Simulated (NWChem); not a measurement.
System: C₃H₃BF₂; SMILES C1B(F)C(F)=C1

```xyz
9

F     -1.0998     1.7372     0.0058
B     -0.1917     0.7875    -0.0086
C      1.4082     0.7636    -0.0078
C      1.1682    -0.7452     0.0129
C     -0.1834    -0.7608    -0.0050
F     -1.0168    -1.7823    -0.0027
H      1.9218     1.1388    -0.9087
H      1.9213     1.1665     0.8815
H      1.8957    -1.5655     0.0380
```
Atoms are numbered in this order, from 1.

All runs: NWChem. Pople sets run with spherical d functions. The geometry was optimised at PBE0/def2-SVP. GIAO values for the isolated, static molecule; σ is the absolute isotropic shielding, δ = σ(reference) − σ with the isolated reference molecule computed at the same levels (11B: boron trifluoride, 13C: tetramethylsilane, 19F: trichlorofluoromethane, 1H: tetramethylsilane).

For level LDA (Slater exchange, VWN5)/pcSseg-1:

```
Quantity    Value
----------  -----
δ B2 (ppm)   36.8
δ C4 (ppm)  161.1
δ C5 (ppm)  174.3
δ H7 (ppm)   1.45
δ H8 (ppm)   1.41
δ H9 (ppm)   7.57
```

Question: Estimate the same quantities for level B3LYP/6-31G*.

Answer: The δ B2 (ppm) is 33.5, the δ C4 (ppm) is 141.9 and the δ C5 (ppm) comes out as 151.9. The δ H7 (ppm) comes out as 1.26, the δ H8 (ppm) comes out as 1.23 and the δ H9 (ppm) is 7.12.
